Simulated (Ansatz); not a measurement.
Stepwise reaction of `[F][Ge]([Br])([Br])[Br]` with hydrogen fluoride, as a gas-phase model of exchange steps in deposition or etching. ΔE in kJ/mol; ΔG adds harmonic PBE0-D4 terms to CCSD(T)/CBS, at 1 bar.

Isolated molecules relaxed with PBE0-D4/def2-TZVP in Ansatz; ΔE leaves out vibrations. CCSD(T)/CBS adds triple-zeta CCSD(T) − MP2 to the extrapolated MP2 energy (def2 sets, frozen cores). This one scheme is used for every species. Functionals use def2-TZVPP. B3LYP here is the variant with VWN-RPA as its local correlation; programs differ in this. For Br, Ge outer-core shells are correlated without core-valence functions, which leaves a few kJ/mol of doubt a bond. Scalar relativity is left out up to krypton.

```tsv
step	reaction	PBE-D4	B3LYP-D4	ωB97M-V	CCSD(T)/CBS	ΔG(500 K)
2	`[F][Ge]([F])([Br])[Br]` + H–F → `[F][Ge]([F])([F])[Br]` + HBr	22.4	17.8	14.7	20.6	15.1
3	`[F][Ge]([F])([F])[Br]` + H–F → `[F][Ge]([F])([F])[F]` + HBr	25.3	19.9	17.6	22.2	21.0
```

Problem. Give the row of step 1, `[F][Ge]([Br])([Br])[Br]` + H–F → `[F][Ge]([F])([Br])[Br]` + HBr. (Estimate.)

Solution. Ansatz gave: 
```json
{"step": "1", "reaction": "`[F][Ge]([Br])([Br])[Br]` + H–F → `[F][Ge]([F])([Br])[Br]` + HBr", "PBE-D4": "21.2", "B3LYP-D4": "17.3", "ωB97M-V": "14.0", "CCSD(T)/CBS": "21.2", "ΔG(500 K)": "12.1"}
```

Problem. By hand: ΔE of the 3 steps together at CCSD(T)/CBS.

Solution. (21.2) + (20.6) + (22.2) = 64.0 kJ/mol, or 21.3 kJ/mol a step.

In ΔE the steps differ by no more than 1.6 kJ/mol. All are uphill at CCSD(T)/CBS. ΔG lies between 12.1 and 21.0 kJ/mol a step. PBE-D4 differs from CCSD(T)/CBS by 0.0 to 3.1 kJ/mol a step. Only this route is followed, and other bonds may react first. Isolated molecules leave out the surface, adducts and barriers. Largest T1 diagnostic: 0.012.
